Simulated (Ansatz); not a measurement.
Two structures of Ge₄H₁₀ClF, singlet, reached by relaxing down either side of one saddle point (PBE0-D4/def2-TZVP). Energies are electronic, without zero-point energy. Ansatz 0.2.0; basis: def2-TZVPP and def2-QZVPP; cores frozen in the correlated methods. Filled d shells of the heavier atoms are correlated. The def2 sets are not built for correlating such inner shells, so the correlated values are less sure here. Extrapolation: Hartree–Fock as exp(−7.88 √X), correlation as X^−2.97. First:

| atom | x (Å) | y (Å) | z (Å) |
| --- | --- | --- | --- |
| Ge1 | -0.8056 | -0.1789 | -0.1329 |
| Ge2 | -0.5748 | 2.2342 | 0.1440 |
| Ge3 | 0.2221 | -1.0264 | -2.1768 |
| Ge4 | -0.3518 | -1.4367 | 1.9079 |
| F5 | -2.5442 | -0.3625 | -0.3954 |
| H6 | 2.3255 | 1.1908 | 0.4571 |
| Cl7 | 2.7449 | -0.0214 | 0.3833 |
| H8 | -1.3928 | 2.7278 | 1.3466 |
| H9 | -1.0168 | 2.9779 | -1.1252 |
| H10 | 0.9037 | 2.6084 | 0.4068 |
| H11 | 1.0554 | -2.2810 | -1.8765 |
| H12 | -0.8989 | -1.3753 | -3.1676 |
| H13 | 1.1324 | 0.0458 | -2.7955 |
| H14 | 0.5676 | -2.6298 | 1.6085 |
| H15 | -1.6902 | -1.9428 | 2.4672 |
| H16 | 0.3237 | -0.5299 | 2.9485 |

Second:

```csv
atom,x (Å),y (Å),z (Å)
Ge1,0.2571,-0.3957,-0.0031
Ge2,-0.9839,1.7016,0.0337
Ge3,0.2109,-1.4466,-2.1935
Ge4,-0.3615,-1.8550,1.8386
F5,-2.6390,1.1975,-0.2492
H6,1.9986,3.1709,0.6000
Cl7,2.3420,0.1740,0.3505
H8,-0.9897,2.4118,1.3969
H9,-0.6377,2.6645,-1.1133
H10,1.6707,3.8422,0.6207
H11,1.1444,-2.6650,-2.1813
H12,-1.2257,-1.8929,-2.5031
H13,0.6825,-0.4361,-3.2481
H14,0.5745,-3.0716,1.8463
H15,-1.8139,-2.3151,1.6453
H16,-0.2293,-1.0844,3.1594
```

Problem. Which bonds change from the first to the second?

Solution. Ge₄H₉F ([F][Ge]([GeH3])([GeH3])[GeH3]) + HCl → Ge₄H₈ClF ([F][GeH2][Ge]([Cl])([GeH3])[GeH3]) + H₂; bonds formed: Ge1–Cl7, Ge2–F5, H6–H10; bonds broken: Ge1–F5, Ge2–H10, H6–Cl7.

Problem. Give the saddle point's structure and its height above each. (To be estimated.)

Solution. Computed: 1.402 eV above the first and 1.943 eV above the second (CCSD(T) at an estimated basis limit (MP2 extrapolated from triple and quadruple zeta, plus CCSD(T) − MP2 in triple zeta)).
```xyz
16
angstrom
Ge -0.2070 -0.2724 -0.0570
Ge -0.5039 2.0600 0.1368
Ge 0.2178 -1.1747 -2.2628
Ge -0.3810 -1.6023 1.9582
F -2.0574 0.2907 -0.2641
H 1.6201 1.8702 0.4203
Cl 2.2680 0.1795 0.3413
H -1.1025 2.7071 1.3946
H -0.7490 2.9560 -1.0870
H 1.2272 2.6542 0.4437
H 1.2895 -2.2662 -2.1595
H -1.0872 -1.7585 -2.8249
H 0.7137 -0.0363 -3.1643
H 0.7005 -2.6888 1.9353
H -1.7769 -2.2388 2.0219
H -0.1720 -0.6796 3.1675
```

The search had been set up for a four-centre ligand exchange (forming Ge1–Cl7, Ge2–H6, breaking Ge1–Ge2, H6–Cl7); from that guess it ended on this step instead.

The T1 diagnostic stays at or below 0.013.

Labels in which every atom is bracketed show which atoms are joined, not bond orders.

For scale, one of the runs: CCSD(T)/def2-TZVPP, 405 basis functions, launched by `ansatz run in.yaml --threads 4 --pin off --events-out ev --progress --plain --max-ram 41984MiB --backend cuda --devices 0, --max-vram 37GiB`. Time: 60 s of wall clock on 4 CPU threads of an AMD EPYC 7R13 and a share of one NVIDIA H100; the host was shared. Peak host memory: 1.7 GiB.
